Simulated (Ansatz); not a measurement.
Coupled-cluster diagnostics for the cluster Li₂Al₂⁺, Ansatz.

Geometry of the doublet (PBE-D4/def2-TZVP):

| atom | x (Å) | y (Å) | z (Å) |
| --- | --- | --- | --- |
| Al1 | 1.1068 | -0.1235 | -0.6778 |
| Al2 | -1.1095 | 0.1190 | 0.6743 |
| Li3 | 3.3877 | -0.3690 | -2.0569 |
| Li4 | -3.3851 | 0.3734 | 2.0605 |

Correlated methods freeze 10 core orbitals; core or outer-core shells of Li are correlated, in sets that lack core-valence functions. In CCSD on the charge 1 doublet the largest single amplitude is 0.24, so its Hartree–Fock determinant may place the open shell otherwise than the density functionals do. Another isomer (doublet) lies 0.04 eV lower at PBE-D4/def2-TZVP; other spin states weren't run for this one.

Estimate the CCSD(T) correlation energy, the shares of MP2 and (T), T1 and the reference's ⟨S²⟩ for: charge 1, doublet, own geometry in def2-TZVPP; and the rough time on 4 threads of Arm Neoverse V1 on a shared host.


| state | basis | correlation (eV) | MP2 share (%) | (T) share (%) | T1 | ⟨S²⟩ (pure) | wall time | remarks |
| --- | --- | --- | --- | --- | --- | --- | --- | --- |
| charge 1, doublet, own geometry | def2-TZVPP | -5.909 | 76.1 | 3.4 | 0.084 | 1.17 (0.75) | 12 s | large T1 (0.084), spin-contaminated (⟨S²⟩ 1.17) |
Customary marks for T1 are 0.02 (closed shells), 0.045 (open shells) and about 0.05 (3d metals). T1 exceeds 0.02 in 1 of 1 rows and 0.045 in 1; the higher it lies, the less the single-reference result can be trusted.
